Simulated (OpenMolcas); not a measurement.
**GeN at 1.664 Å: OpenMolcas input and output**

Input (each module block was a call of its own in one work directory; start orbitals came from a preliminary run):

```
&GATEWAY
Coord
2
angstrom
Ge 0.0 0.0 0.0
N 0.0 0.0 1.6640
Basis=ANO-RCC-VTZP
Group=XY
RX2C
AMFI
ANGMom
0.0 0.0 0.0
RICD
&SEWARD
&GUESSORB
* RASSCF and CASPT2 blocks for each multiplicity and irrep, as for the first:
&RASSCF
FileOrb=$CurrDir/o21.orb
Symmetry=1
Spin=2
nActEl=9 0 0
Inactive=9 6
RAS2=4 4
CIRoot=7 7 1
Linear
Iterations=120 100
OrbListing=Nothing
PRWF=0.15
>>COPY $Project.RasOrb $CurrDir/o21.orb
>>COPY $Project.rasscf.h5 $CurrDir/r21.h5
&CASPT2
XMultistate=all
Imaginary=0.2
IPEA=0.25
MaxIter=40
>>COPY $Project.JobMix JOB001
&RASSI
Nr of JobIphs=5 7 8 5 2 1
1 2 3 4 5 6 7
1 2 3 4 5 6 7 8
1 2 3 4 5
1 2
1
SpinOrbit
EJob
Omega
MEES
MESO
Properties=4
'AngMom' 3 'Mltpl  1' 1 'Mltpl  1' 2 'Mltpl  1' 3
Thrs=1.0d-4
>>COPY $Project.rassi.h5 $CurrDir/so.h5
```

```bash
pymolcas m.inp
```

C2 symmetry about the axis (a holds Σ, Δ, Γ; b holds Π, Φ, H; Σ⁺ and Σ⁻ are not told apart); roots by multiplicity and irrep: 2a 7, 2b 8, 4a 5, 4b 2, 6a 1.

RASSI part of the output, in excerpt:

```
SPIN-FREE ENERGIES:
  (Shifted by EMIN (a.u.) =      -2151.7846775599)
 SF State       Relative EMIN(au)   Rel lowest level(eV)    D:o, cm**(-1)      Abs_M
     1             0.0000000000        0.0000000000              0.0000         0.0
     8             0.0135363515        0.3683428883           2970.8857         1.0
     9             0.0135363558        0.3683430064           2970.8867         1.0
    16             0.1053041778        2.8654726552          23111.5956         0.0
     2             0.1251068301        3.4043302756          27457.7754         0.0
    17             0.1309085687        3.5622036247          28731.1098         2.0
    18             0.1309904836        3.5644326447          28749.0881         2.0
    21             0.1358295445        3.6961101977          29811.1392         1.0
    22             0.1358295445        3.6961101977          29811.1392         1.0
    19             0.1468497293        3.9959847050          32229.7902         0.0
    10             0.1636055686        4.4519343191          35907.2719         1.0
    11             0.1636056019        4.4519352252          35907.2792         1.0
     3             0.1653230346        4.4986689502          36284.2121         0.0
     4             0.1693970695        4.6095290876          37178.3594         2.0
     5             0.1695475056        4.6136226627          37211.3763         2.0
    12             0.1728213310        4.7027079901          37929.8979         1.0
    13             0.1728215719        4.7027145453          37929.9508         1.0
     6             0.1825160828        4.9665156253          40057.6500         2.0
     7             0.1827803722        4.9737073064          40115.6548         2.0
    14             0.1969482312        5.3592343894          43225.1404         3.0
    15             0.1969482483        5.3592348545          43225.1442         3.0
    20             0.2298082267        6.2534004198          50437.0758         0.0
    23             0.2306844807        6.2772445066          50629.3914         0.0
++ Dipole transition strengths (spin-free states):
     for osc. strength at least  1.00000000E-05
      From   To        Osc. strength     Einstein coefficients Ax, Ay, Az (sec-1)    Total A (sec-1)
         1    8       1.06831561E-03  2.98567520E+01  6.25960819E+03  0.00000000E+00  6.28946494E+03
         1    9       1.06831562E-03  6.25961233E+03  2.98567105E+01  0.00000000E+00  6.28946905E+03
         1    2       2.28401698E-02  0.00000000E+00  0.00000000E+00  1.14860910E+07  1.14860910E+07
         1   10       2.68494666E-03  2.23667575E+06  7.24240799E+04  0.00000000E+00  2.30909983E+06
         1   11       2.68501076E-03  7.24299903E+04  2.23672590E+06  0.00000000E+00  2.30915589E+06
         1   12       5.21693682E-03  1.98195499E+05  4.80815385E+06  0.00000000E+00  5.00634935E+06
         1   13       5.21700994E-03  4.80823501E+06  1.98198464E+05  0.00000000E+00  5.00643347E+06
         1   14       2.76611423E-05  2.21665517E+03  3.22568277E+04  0.00000000E+00  3.44734829E+04
         1   15       2.76622283E-05  3.22578083E+04  2.21703400E+03  0.00000000E+00  3.44748423E+04
         8    2       1.19080780E-04  2.27441091E+02  4.73993307E+04  0.00000000E+00  4.76267717E+04
         8   11       3.94508190E-05  0.00000000E+00  0.00000000E+00  2.85463333E+04  2.85463333E+04
         8    3       1.49272133E-03  1.09971934E+06  5.26714329E+03  0.00000000E+00  1.10498648E+06
         8    4       1.70270973E-03  1.32648350E+06  2.51608665E+03  0.00000000E+00  1.32899959E+06
         8    5       1.62760044E-03  3.34324587E+03  1.26948552E+06  0.00000000E+00  1.27282877E+06
         8   12       1.10735990E-03  0.00000000E+00  0.00000000E+00  9.02712226E+05  9.02712226E+05
         8   13       2.30679692E-05  0.00000000E+00  0.00000000E+00  1.88049078E+04  1.88049078E+04
         8    6       7.12735097E-03  5.82483606E+06  7.14117588E+05  0.00000000E+00  6.53895365E+06
         8    7       7.21151747E-03  7.18193219E+05  5.91869055E+06  0.00000000E+00  6.63688377E+06
         9    2       1.19079087E-04  4.73986698E+04  2.27421058E+02  0.00000000E+00  4.76260909E+04
         9   10       3.94588511E-05  0.00000000E+00  0.00000000E+00  2.85521310E+04  2.85521310E+04
         9    3       1.49342806E-03  5.27109547E+03  1.10023848E+06  0.00000000E+00  1.10550957E+06
         9    4       1.70169766E-03  2.51811360E+03  1.32569146E+06  0.00000000E+00  1.32820957E+06
         9    5       1.62753970E-03  1.26944623E+06  3.33496598E+03  0.00000000E+00  1.27278119E+06
         9   12       2.30643602E-05  0.00000000E+00  0.00000000E+00  1.88019078E+04  1.88019078E+04
         9   13       1.10732171E-03  0.00000000E+00  0.00000000E+00  9.02683777E+05  9.02683777E+05
         9    6       7.12836142E-03  7.14144921E+05  5.82573542E+06  0.00000000E+00  6.53988034E+06
         9    7       7.21153548E-03  5.91866760E+06  7.18232399E+05  0.00000000E+00  6.63690000E+06
        16   21       1.23608884E-03  3.57186656E+04  1.28820390E+03  0.00000000E+00  3.70068695E+04
        16   22       1.23608568E-03  1.28821341E+03  3.57185614E+04  0.00000000E+00  3.70067748E+04
        16   20       3.87158977E-02  0.00000000E+00  0.00000000E+00  1.92826699E+07  1.92826699E+07
         2   10       1.01606407E-04  4.53213986E+03  3.06518657E+02  0.00000000E+00  4.83865852E+03
         2   11       1.01593842E-04  3.06429598E+02  4.53163895E+03  0.00000000E+00  4.83806855E+03
         2   12       3.83571425E-03  1.23220614E+04  2.68258707E+05  0.00000000E+00  2.80580768E+05
         2   13       3.83568533E-03  2.68259795E+05  1.23216905E+04  0.00000000E+00  2.80581486E+05
        17   21       3.03515453E-04  1.10774599E+02  1.25378771E+02  0.00000000E+00  2.36153370E+02
        17   22       3.03524936E-04  1.25387641E+02  1.10773108E+02  0.00000000E+00  2.36160748E+02
        18   21       2.98466783E-04  1.19225166E+02  1.05333101E+02  0.00000000E+00  2.24558267E+02
        18   22       2.98468729E-04  1.05334049E+02  1.19225682E+02  0.00000000E+00  2.24559731E+02
        21   19       9.14331409E-04  1.25971255E+02  3.44176123E+03  0.00000000E+00  3.56773249E+03
        21   20       3.81278545E-04  1.04286424E+05  3.90976267E+03  0.00000000E+00  1.08196186E+05
        22   19       9.14310307E-04  3.44166522E+03  1.25984923E+02  0.00000000E+00  3.56765015E+03
        22   20       3.81278213E-04  3.90978094E+03  1.04286311E+05  0.00000000E+00  1.08196092E+05
        10    3       5.35012036E-05  1.95662166E-01  4.87483727E+00  0.00000000E+00  5.07049944E+00
        10    4       1.34392634E-04  3.05216391E+00  1.41781197E+02  0.00000000E+00  1.44833361E+02
        10    5       1.37772717E-04  1.50638330E+02  5.65131249E+00  0.00000000E+00  1.56289642E+02
        10   13       7.41254027E-04  0.00000000E+00  0.00000000E+00  2.02284774E+03  2.02284774E+03
        10    6       2.41945482E-05  6.74005171E-01  2.77319773E+02  0.00000000E+00  2.77993778E+02
        10    7       4.72304091E-05  4.82768946E+02  7.51799720E+01  0.00000000E+00  5.57948918E+02
        10   15       1.12941887E-05  0.00000000E+00  0.00000000E+00  4.03428824E+02  4.03428824E+02
        11    3       5.34723257E-05  4.87194894E+00  1.95617133E-01  0.00000000E+00  5.06756608E+00
        11    4       1.34476929E-04  1.41873379E+02  3.04915910E+00  0.00000000E+00  1.44922538E+02
        11    5       1.37777574E-04  5.65515869E+00  1.50638242E+02  0.00000000E+00  1.56293401E+02
        11   12       7.41256302E-04  0.00000000E+00  0.00000000E+00  2.02273358E+03  2.02273358E+03
        11    6       2.42015378E-05  2.77399007E+02  6.74101843E-01  0.00000000E+00  2.78073109E+02
        11    7       4.72343149E-05  7.51799239E+01  4.82813197E+02  0.00000000E+00  5.57993121E+02
        11   14       1.12942012E-05  0.00000000E+00  0.00000000E+00  4.03428049E+02  4.03428049E+02
         3   12       4.46871892E-05  7.63051250E+01  4.42193388E+00  0.00000000E+00  8.07270589E+01
         3   13       4.47236759E-05  4.42229963E+00  7.63758637E+01  0.00000000E+00  8.07981633E+01
         4   12       2.17818039E-05  7.74137089E+00  4.64762541E-01  0.00000000E+00  8.20613343E+00
         4   13       2.17710095E-05  4.65104833E-01  7.73811599E+00  0.00000000E+00  8.20322082E+00
         4    6       2.94919180E-04  0.00000000E+00  0.00000000E+00  1.63085836E+03  1.63085836E+03
         4    7       4.60362121E-05  0.00000000E+00  0.00000000E+00  2.64933615E+02  2.64933615E+02
         4   14       2.64763011E-04  1.26040126E+03  5.19685506E+03  0.00000000E+00  6.45725631E+03
         4   15       2.64767412E-04  5.19695775E+03  1.26041391E+03  0.00000000E+00  6.45737166E+03
         5   12       2.38617558E-05  1.53324749E-01  8.06388377E+00  0.00000000E+00  8.21720852E+00
         5   13       2.38619568E-05  8.06527391E+00  1.53213174E-01  0.00000000E+00  8.21848708E+00
         5    6       4.47950872E-05  0.00000000E+00  0.00000000E+00  2.42061618E+02  2.42061618E+02
         5    7       3.02892926E-04  0.00000000E+00  0.00000000E+00  1.70415025E+03  1.70415025E+03
         5   14       2.60616070E-04  4.79967024E+03  1.48722466E+03  0.00000000E+00  6.28689491E+03
         5   15       2.60617102E-04  1.48723324E+03  4.79969439E+03  0.00000000E+00  6.28692763E+03
        12    6       2.47100655E-04  7.23894390E+02  2.23106318E+01  0.00000000E+00  7.46205022E+02
        12    7       3.26603382E-04  5.43128297E+01  9.86485572E+02  0.00000000E+00  1.04079840E+03
        12   14       2.25268890E-05  0.00000000E+00  0.00000000E+00  4.21322989E+02  4.21322989E+02
        13    6       2.47081796E-04  2.23089557E+01  7.23802034E+02  0.00000000E+00  7.46110989E+02
        13    7       3.26590791E-04  9.86399026E+02  5.43089044E+01  0.00000000E+00  1.04070793E+03
        13   15       2.25271470E-05  0.00000000E+00  0.00000000E+00  4.21319997E+02  4.21319997E+02
         6   14       1.14075813E-03  4.37705633E+03  3.25719453E+03  0.00000000E+00  7.63425086E+03
         6   15       1.14075318E-03  3.25716897E+03  4.37706686E+03  0.00000000E+00  7.63423583E+03
         7   14       9.89305276E-04  2.89902665E+03  3.48139910E+03  0.00000000E+00  6.38042575E+03
         7   15       9.89310157E-04  3.48141281E+03  2.89905982E+03  0.00000000E+00  6.38047263E+03
 Electric-quadrupole - electric-quadrupole not included
 Electric-dipole - electric-octupole not included
 Electric-dipole - magnetic-quadrupole not included
   Eigenvalues of complex Hamiltonian:
  (Shifted by EMIN (a.u.) =      -2151.7846775599)
 SO State       Relative EMIN(au)   Rel lowest level(eV)    D:o, cm**(-1)      Omega
     1            -0.0001157457        0.0000000000              0.0000         0.5
     2            -0.0001157457        0.0000000000              0.0000         0.5
     3             0.0126839640        0.3482978464           2809.2116         1.5
     4             0.0126839640        0.3482978464           2809.2116         1.5
     5             0.0143518582        0.3936835590           3175.2720         0.5
     6             0.0143518582        0.3936835590           3175.2720         0.5
     7             0.1051971114        2.8657088330          23113.5005         1.5
     8             0.1051971114        2.8657088330          23113.5005         1.5
     9             0.1052690920        2.8676675232          23129.2984         0.5
    10             0.1052690920        2.8676675232          23129.2984         0.5
    11             0.1250757356        3.4066337518          27476.3542         0.5
    12             0.1250757356        3.4066337518          27476.3542         0.5
    13             0.1299451273        3.5391366516          28545.0622         0.5
    14             0.1299451273        3.5391366516          28545.0622         0.5
    15             0.1304781550        3.5536410744          28662.0482         1.5
    16             0.1304781550        3.5536410744          28662.0482         1.5
    17             0.1311271497        3.5713011190          28804.4861         2.5
    18             0.1311271497        3.5713011190          28804.4861         2.5
    19             0.1318816162        3.5918311979          28970.0723         3.5
    20             0.1318816162        3.5918311979          28970.0723         3.5
    21             0.1341149428        3.6526031116          29460.2309         0.5
    22             0.1341149428        3.6526031116          29460.2309         0.5
    23             0.1352693834        3.6840170396          29713.6013         0.5
    24             0.1352693834        3.6840170396          29713.6013         0.5
    25             0.1363997716        3.7147764698          29961.6928         1.5
    26             0.1363997716        3.7147764698          29961.6928         1.5
    27             0.1375520089        3.7461304453          30214.5797         2.5
    28             0.1375520089        3.7461304453          30214.5797         2.5
    29             0.1469061886        4.0006706420          32267.5848         0.5
    30             0.1469061886        4.0006706420          32267.5848         0.5
    31             0.1469659896        4.0022979104          32280.7096         1.5
    32             0.1469659896        4.0022979104          32280.7096         1.5
    33             0.1631266520        4.4420519349          35827.5651         0.5
    34             0.1631266520        4.4420519349          35827.5651         0.5
    35             0.1636438717        4.4561262021          35941.0817         1.5
    36             0.1636438717        4.4561262021          35941.0817         1.5
    37             0.1656284573        4.5101295254          36376.6479         0.5
    38             0.1656284573        4.5101295254          36376.6479         0.5
    39             0.1688621383        4.5981224705          37086.3588         2.5
...
```

Only roots inside an energy window near the equilibrium distance were included, so the list of states is not complete; labels number the states computed. Each spin and symmetry block has orbitals of its own, averaged over its own roots, so gaps between blocks are less sure than gaps within one and near the minimum can be off by tenths of an eV, in bad cases by more. No Rydberg orbitals are active, so Rydberg states, and σ→σ* states whose orbital the CASSCF left unused, can be missing between those listed. CASPT2 splits the two components of degenerate states numerically, here by up to 58 cm⁻¹. No roots were computed in block 6b (none fell in the window or the block failed), so states of that kind are missing and can lie low or lowest.
